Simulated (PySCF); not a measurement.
## Partial charges of `C=NC1=C[C@H]2C=C[C@@H]1C=C2`

Species: C9H9N.
Cartesian coordinates in Å at the PBE0-D3(BJ)/def2-SVP level; atoms count from 1:
```
atom  x, y, z in Å
C1     3.2266    0.0919   -0.5784
N2     2.3479    0.5922    0.1870
C3     1.0404    0.1449    0.1327
C4     0.5899   -1.1186    0.1565
C5    -0.9351   -1.1941    0.2081
C6    -1.3613   -0.3875    1.4402
C7    -0.9096    0.8638    1.4221
C8    -0.0884    1.1837    0.1695
C9    -0.9810    0.8534   -1.0248
C10   -1.4303   -0.4003   -1.0040
H11    2.9871   -0.6582   -1.3560
H12    4.2734    0.4099   -0.4771
H13    1.2179   -2.0076    0.2203
H14   -1.3050   -2.2261    0.2251
H15   -1.9731   -0.8321    2.2266
H16   -1.0856    1.6183    2.1901
H17    0.3115    2.2037    0.1576
H18   -1.2000    1.5947   -1.7948
H19   -2.0777   -0.8546   -1.7561
```

Density: PBE0/pcSseg-1 (PySCF); schemes: Mulliken, IAO, Hirshfeld and ESP-fitted. The structure is a single PBE0-D3(BJ)/def2-SVP conformer in the gas phase; no vibrational or solvent corrections.

Problem. Which atoms carry the lowest charge in the Mulliken, IAO, Hirshfeld and ESP-fitted schemes?

Solution. All schemes agree: Mulliken N2 (-0.386); IAO N2 (-0.233); Hirshfeld N2 (-0.136); ESP-fitted N2 (-0.541).

Problem. Which atoms carry the highest charge in the Mulliken, IAO, Hirshfeld and ESP-fitted schemes?

Solution. The schemes don't all agree: Mulliken C3 and H12 (+0.127); IAO H16 (+0.155); Hirshfeld H12 (+0.055); ESP-fitted C3 (+0.393).

Problem. Give the atomic charges in each scheme.

Solution. In e:

```json
{"atom": "C1", "environment": "imine carbon", "Mulliken": "-0.002", "IAO": "-0.115", "Hirshfeld": "+0.009", "ESP-fitted": "+0.176"}
{"atom": "N2", "environment": "imine nitrogen", "Mulliken": "-0.386", "IAO": "-0.233", "Hirshfeld": "-0.136", "ESP-fitted": "-0.541"}
{"atom": "C3", "environment": "vinylic carbon bearing nitrogen", "Mulliken": "+0.127", "IAO": "+0.105", "Hirshfeld": "+0.037", "ESP-fitted": "+0.393"}
{"atom": "C4", "environment": "alkene CH carbon", "Mulliken": "+0.017", "IAO": "-0.201", "Hirshfeld": "-0.072", "ESP-fitted": "-0.475"}
{"atom": "C5", "environment": "sp3 carbon at a ring junction", "Mulliken": "-0.303", "IAO": "-0.137", "Hirshfeld": "-0.026", "ESP-fitted": "+0.253"}
{"atom": "C6", "environment": "alkene CH carbon", "Mulliken": "-0.021", "IAO": "-0.153", "Hirshfeld": "-0.056", "ESP-fitted": "-0.223"}
{"atom": "C7", "environment": "alkene CH carbon", "Mulliken": "-0.026", "IAO": "-0.150", "Hirshfeld": "-0.053", "ESP-fitted": "-0.285"}
{"atom": "C8", "environment": "sp3 carbon at a ring junction", "Mulliken": "-0.282", "IAO": "-0.144", "Hirshfeld": "-0.028", "ESP-fitted": "+0.147"}
{"atom": "C9", "environment": "alkene CH carbon", "Mulliken": "-0.031", "IAO": "-0.155", "Hirshfeld": "-0.057", "ESP-fitted": "-0.196"}
{"atom": "C10", "environment": "alkene CH carbon", "Mulliken": "-0.021", "IAO": "-0.148", "Hirshfeld": "-0.054", "ESP-fitted": "-0.345"}
{"atom": "H11", "environment": "hydrogen on a C=N carbon", "Mulliken": "+0.104", "IAO": "+0.115", "Hirshfeld": "+0.041", "ESP-fitted": "+0.024"}
{"atom": "H12", "environment": "hydrogen on a C=N carbon", "Mulliken": "+0.127", "IAO": "+0.152", "Hirshfeld": "+0.055", "ESP-fitted": "+0.081"}
{"atom": "H13", "environment": "vinylic hydrogen", "Mulliken": "+0.092", "IAO": "+0.151", "Hirshfeld": "+0.045", "ESP-fitted": "+0.208"}
{"atom": "H14", "environment": "methine hydrogen", "Mulliken": "+0.100", "IAO": "+0.146", "Hirshfeld": "+0.047", "ESP-fitted": "+0.065"}
{"atom": "H15", "environment": "vinylic hydrogen", "Mulliken": "+0.101", "IAO": "+0.152", "Hirshfeld": "+0.050", "ESP-fitted": "+0.148"}
{"atom": "H16", "environment": "vinylic hydrogen", "Mulliken": "+0.102", "IAO": "+0.155", "Hirshfeld": "+0.052", "ESP-fitted": "+0.169"}
{"atom": "H17", "environment": "methine hydrogen", "Mulliken": "+0.101", "IAO": "+0.154", "Hirshfeld": "+0.046", "ESP-fitted": "+0.070"}
{"atom": "H18", "environment": "vinylic hydrogen", "Mulliken": "+0.100", "IAO": "+0.153", "Hirshfeld": "+0.050", "ESP-fitted": "+0.146"}
{"atom": "H19", "environment": "vinylic hydrogen", "Mulliken": "+0.101", "IAO": "+0.152", "Hirshfeld": "+0.050", "ESP-fitted": "+0.185"}
```

Mean size of the charges over all atoms: ESP-fitted 0.218 e, IAO 0.151 e, Mulliken 0.113 e, Hirshfeld 0.051 e. Each set sums to the total charge, 0, to within 0.001 e. The Hirshfeld scheme divides the density at each point in proportion to the densities of the neutral, spherically averaged free atoms.

Problem. How closely do the schemes follow one another over all atoms?

Solution. Correlation coefficient and root-mean-square difference: IAO with Hirshfeld 0.94, 0.102 e; Hirshfeld with ESP-fitted 0.82, 0.212 e; Mulliken with IAO 0.76, 0.107 e; Mulliken with Hirshfeld 0.76, 0.115 e; IAO with ESP-fitted 0.68, 0.188 e; Mulliken with ESP-fitted 0.36, 0.245 e.

Problem. Sum the charges by element, for elements with more than one atom.

Solution. 
```
element  atoms  Mulliken     IAO  Hirshfeld  ESP-fitted
      C      9    -0.542  -1.097     -0.299      -0.557
      H      9    +0.928  +1.330     +0.436      +1.097
```
